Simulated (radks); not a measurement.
Values are calculated unless marked as measured or tabulated.
Question: Level of theory: non-relativistic Kohn-Sham, LB94 model potential, spin-polarised, spherical densities, point nucleus (a radial shooting solver on a logarithmic mesh with Libxc functionals). Response by self-consistent Sternheimer equations with the Hartree and adiabatic LDA kernel. For heavy and open-shell atoms this level of theory can miss by tens of per cent. Rank Sb3+, In+, Ba8+, Cs7+, Te4+, I5+, Sn2+, Xe6+, Cd (NIST ground configurations) by static dipole polarisability, largest first.

Answer: Cd 39.77, In+ 22.38, Sn2+ 14.77, Sb3+ 10.60, Te4+ 8.003, I5+ 6.265, Xe6+ 5.036, Cs7+ 4.133, Ba8+ 3.448 bohr^3.
